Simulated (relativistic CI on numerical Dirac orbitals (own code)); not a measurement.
# Dy: q coefficients and field-shift factors

These numbers are calculated, not measured: Dirac-Coulomb-Breit CI, orbitals from a KLI potential per configuration, valence Slater integrals scaled by 0.85, P86 correlation energy added to each configuration, derivatives by finite differences, QED left out (own radial code, finite nucleus).

CI space (outside the closed core [Xe]): 4f10 6s2, 4f8 6s2 7s2, 4f9 6s2 7s, 4f11 6s, 4f12. The list is cut by size and lacks configurations that can hold low levels.

With x = (α/α₀)² − 1 an excitation energy changes as ω = ω₀ + qx; K = 2q/ω₀ is the relative enhancement. Terms are leading LS components, so labels can repeat. The field-shift factor is F = δν/δ⟨r²⟩ for the transition from the lowest level.

Lowest level 4f10 6s2 5I_8.

```tsv
Level	ω₀ (cm⁻¹)	q (cm⁻¹)	F (GHz/fm²)
4f10 6s2 5I_7	4213.6	4262	0.162
4f10 6s2 5I_6	7182.8	6490	0.276
4f10 6s2 5I_5	9367.8	7728	0.36
4f10 6s2 5I_4	11091.2	8948	0.427
4f10 6s2 5F_5	15279.3	16.44	0.514
4f10 6s2 5S_2	17585.3	705.7	0.602
4f10 6s2 3K_8	17679.6	1052	0.601
4f10 6s2 5F_4	18045.2	3013	0.617
4f10 6s2 5F_3	19703.2	4463	0.679
4f10 6s2 5F_2	19937.8	3188	0.689
4f10 6s2 5F_1	20985.6	4554	0.732
4f10 6s2 3H_6	21466.7	291.5	0.733
4f10 6s2 3K_7	21694.9	4670	0.755
4f9 6s2 7s 7H°_8	22272.5	-42030	25.2
4f10 6s2 3G_5	22286.1	2045	0.752
4f9 6s2 7s 5H°_7	22436.1	-42010	25.2
4f10 6s2 3G_4	24427.0	1370	0.844
4f10 6s2 3L_9	24595.2	1322	0.819
4f10 6s2 3K_6	24819.1	5780	0.853
4f10 6s2 5G_6	25125.9	5103	0.844
4f9 6s2 7s 7H°_7	25772.6	-38390	25.3
4f10 6s2 5F_2	25831.2	3598	0.89
4f9 6s2 7s 5H°_6	25891.7	-38370	25.3
```

Correlation outside the listed configurations is missing or only estimated: errors of thousands of cm⁻¹ between configurations and terms are usual at this charge. Rates and lifetimes follow the computed energies and can be off by large factors. The fine structure of a lone outer electron comes out too small, for d and f at times inverted, and misplaced configurations move strength between like terms.

(1) Which transition from the lowest level has the largest |K|?

## Answers

(1) 4f9 6s2 7s 7H°_8 at 22272.5 cm⁻¹, K = -3.77.
